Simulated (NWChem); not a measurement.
System: SiH₃Cl; SMILES [SiH3]Cl

NWChem input:

```
start job
memory heap 200 mb stack 900 mb global 1100 mb
geometry units angstroms noautosym nocenter noautoz
  Si     0.000000     0.000000    -0.959954
  Cl     0.000000     0.000000     1.107816
  H     -0.787225    -1.168593    -1.442037
  H      1.405643    -0.097461    -1.442037
  H     -0.618418     1.266053    -1.442037
end
basis spherical
  * library def2-svp
end
dft
  xc xpbe96 cpbe96
  iterations 150
end
cosmo
  do_cosmo_smd true
  solvent acetone
end
task dft energy
```

Excerpt of the output:

```
             Northwest Computational Chemistry Package (NWChem) 7.3.0
             --------------------------------------------------------

                             Geometry "geometry" -> ""
                             -------------------------

 Output coordinates in angstroms (scale by  1.889725989 to convert to a.u.)

  No.       Tag          Charge          X              Y              Z
 ---- ---------------- ---------- -------------- -------------- --------------
    1 Si                  14.0000     0.00000000     0.00000000    -0.95995400
    2 Cl                  17.0000     0.00000000     0.00000000     1.10781600
    3 H                    1.0000    -0.78722500    -1.16859300    -1.44203700
    4 H                    1.0000     1.40564300    -0.09746100    -1.44203700
    5 H                    1.0000    -0.61841800     1.26605300    -1.44203700

 Effective nuclear repulsion energy (a.u.)      85.7469330851

  pbe96 is a nonlocal functional; adding pw91lda local functional.

                                 NWChem DFT Module
                                 -----------------

 Summary of "ao basis" -> "ao basis" (spherical)
 ------------------------------------------------------------------------------
       Tag                 Description            Shells   Functions and Types
 ---------------- ------------------------------  ------  ---------------------
 Si                         def2-svp                 8       18   4s3p1d
 Cl                         def2-svp                 8       18   4s3p1d
 H                          def2-svp                 3        5   2s1p

 in cosmo_initialize ...
 calling solv_data for solv:acetone

 solvent parameters
 solvname_short: acetone
 solvname_long:  acetone
 dielec:       20.4930
 dielecinf:     1.8463
 nonaqueous SMD model solvent descriptors
 dielec:       20.4930
 sola:          0.0400
 solb:          0.4900
 solc:          0.0000
 solg:         33.7700
 solh:          0.0000
 soln:          1.3588

          ---------------
          -cosmo- solvent
          ---------------
 Cosmo: York-Karplus, doi: 10.1021/jp992097l
 dielectric constant -eps-     =  20.49
 screen = (eps-1)/(eps    )    =   0.95120
 surface charge correction     = lagrangian

   van der Waals surface
 --------------------------

[...]

                                COSMO-SMD solvation results
                                ---------------------------

             internal energy in gas <Psi(g)|H|Psi(g)> =      -750.940140317020
         internal energy in solvent <Psi(s)|H|Psi(s)> =      -750.939931232153
                               delta internal energy  =         0.000209084867 (    0.13 kcal/mol)
   total free energy in solvent <Psi(s)|H+V/2|Psi(s)> =      -750.941387980535
 polarization energy contribution <Psi(s)|V/2|Psi(s)> =        -0.001456748381 (   -0.91 kcal/mol)
    total free energy in solvent including G(SMD-CDS) =      -750.942789710757
                       G(SMD-CDS) energy contribution =        -0.001401730223 (   -0.88 kcal/mol)
     1 M fixed-concentration free energy of solvation =        -0.002649393737 (   -1.66 kcal/mol)

                       DFT Final Molecular Orbital Analysis
                       ------------------------------------

 Vector   15  Occ=2.000000D+00  E=-3.366658D-01
              MO Center= -2.6D-01,  1.3D-01, -5.9D-01, r^2= 2.8D+00
   Bfn.  Coefficient  Atom+Function         Bfn.  Coefficient  Atom+Function
  ----- ------------  ---------------      ----- ------------  ---------------
    30      0.294135  2 Cl py                47      0.283622  5 H  s
     9      0.279321  1 Si py                12      0.236542  1 Si py
    27      0.232950  2 Cl py                37     -0.224072  3 H  s
     6     -0.159115  1 Si py                24      0.137000  2 Cl py
    48      0.110045  5 H  s                 38     -0.086982  3 H  s

 Vector   16  Occ=2.000000D+00  E=-2.737527D-01
              MO Center=  1.6D-01, -7.3D-02,  3.2D-01, r^2= 2.8D+00
   Bfn.  Coefficient  Atom+Function         Bfn.  Coefficient  Atom+Function
  ----- ------------  ---------------      ----- ------------  ---------------
    29      0.556789  2 Cl px                26      0.405404  2 Cl px
    23      0.236680  2 Cl px                42     -0.235031  4 H  s
    43     -0.181571  4 H  s                 37      0.155396  3 H  s
     8     -0.144191  1 Si px                38      0.119992  3 H  s
    47      0.079692  5 H  s                  5      0.075754  1 Si px

 Vector   17  Occ=2.000000D+00  E=-2.737344D-01
              MO Center= -1.6D-01,  7.3D-02,  3.2D-01, r^2= 2.8D+00
   Bfn.  Coefficient  Atom+Function         Bfn.  Coefficient  Atom+Function
  ----- ------------  ---------------      ----- ------------  ---------------
    30      0.556711  2 Cl py                27      0.405332  2 Cl py
    24      0.236638  2 Cl py                47     -0.225507  5 H  s
    37      0.181764  3 H  s                 48     -0.174017  5 H  s
     9     -0.144316  1 Si py                38      0.140309  3 H  s
     6      0.075821  1 Si py                15      0.069837  1 Si d -1

 Vector   18  Occ=0.000000D+00  E=-1.971504D-02
              MO Center=  1.2D-04, -1.0D-04, -8.2D-01, r^2= 3.3D+00
   Bfn.  Coefficient  Atom+Function         Bfn.  Coefficient  Atom+Function
  ----- ------------  ---------------      ----- ------------  ---------------
    13      1.051086  1 Si pz                31      0.585605  2 Cl pz
    22     -0.546722  2 Cl s                 10      0.318944  1 Si pz
     3      0.307887  1 Si s                 28      0.226559  2 Cl pz
    21     -0.212746  2 Cl s                  7     -0.166689  1 Si pz
    20      0.149520  2 Cl s                  2      0.145906  1 Si s

[...]
```

Level: PBE/def2-SVP, SMD on the gas-phase geometry. Structure relaxed at the PBE0/def2-SVP level. Solvent: acetone.
